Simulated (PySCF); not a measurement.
Isomers of C6H8O3Si, mass 156.024 u with the commonest isotopes. Level of theory: PBE0/pcSseg-1 in PySCF (dipole) on a GFN2-xTB geometry, gas phase. One conformer each, none proved a minimum here; rigid rotors.

Question: Order these by out-of-plane moment Σ m c² = (Ia + Ib − Ic)/2, smallest first.
A. `[O:1]=[C:2]([CH2:3][SiH2:4][OH:5])[c:6]1[cH:7][cH:8][cH:9][o:10]1` with O1–C2–C3–Si4 -68°, C2–C3–Si4–O5 45°, C3–Si4–O5–H -13°, O1–C2–C6–C7 -3°
B. `[CH3:1][SiH2:2][c:3]1[cH:4][cH:5][c:6]([C:7](=[O:8])[OH:9])[o:10]1` with C1–Si2–C3–C4 -44°, C5–C6–C7–O8 -1°, C6–C7–O9–H 180°
C. `[CH3:1][O:2][C:3](=[O:4])[c:5]1[cH:6][o:7][c:8]([SiH3:9])[cH:10]1` with C1–O2–C3–O4 0°, O2–C3–C5–C6 180°

Answer: C (4.48 u·Å²), B (19.86 u·Å²), A (50.80 u·Å²).

Question: Order these by rotational constant C, largest first.
A. `[O:1]=[C:2]([CH2:3][SiH2:4][OH:5])[c:6]1[cH:7][cH:8][cH:9][o:10]1` with O1–C2–C3–Si4 -68°, C2–C3–Si4–O5 45°, C3–Si4–O5–H -13°, O1–C2–C6–C7 -3°
B. `[CH3:1][SiH2:2][c:3]1[cH:4][cH:5][c:6]([C:7](=[O:8])[OH:9])[o:10]1` with C1–Si2–C3–C4 -44°, C5–C6–C7–O8 -1°, C6–C7–O9–H 180°
C. `[CH3:1][O:2][C:3](=[O:4])[c:5]1[cH:6][o:7][c:8]([SiH3:9])[cH:10]1` with C1–O2–C3–O4 0°, O2–C3–C5–C6 180°

Answer: A (598.8 MHz), B (492.6 MHz), C (464.2 MHz).

Question: Order these by rotational constant A, largest first.
A. `[CH3:1][SiH2:2][c:3]1[cH:4][cH:5][c:6]([C:7](=[O:8])[OH:9])[o:10]1` with C1–Si2–C3–C4 -44°, C5–C6–C7–O8 -1°, C6–C7–O9–H 180°
B. `[O:1]=[C:2]([CH2:3][SiH2:4][OH:5])[c:6]1[cH:7][cH:8][cH:9][o:10]1` with O1–C2–C3–Si4 -68°, C2–C3–Si4–O5 45°, C3–Si4–O5–H -13°, O1–C2–C6–C7 -3°
C. `[CH3:1][O:2][C:3](=[O:4])[c:5]1[cH:6][o:7][c:8]([SiH3:9])[cH:10]1` with C1–O2–C3–O4 0°, O2–C3–C5–C6 180°

Answer: C (3163 MHz), A (3068 MHz), B (2626 MHz).

```tsv
SMILES	point group	Ia (u·Å²)	Ib (u·Å²)	Ic (u·Å²)	κ	μa (D)	μb (D)	μc (D)
O=C(C[SiH2]O)c1ccco1	C1	192.42	753.12	843.95	-0.93	3.57	2.08	0.49
COC(=O)c1coc([SiH3])c1	Cs	159.80	937.97	1088.81	-0.94	0.42	1.91	0.00
C[SiH2]c1ccc(C(=O)O)o1	C1	164.73	901.04	1026.05	-0.95	2.57	0.04	0.23
```
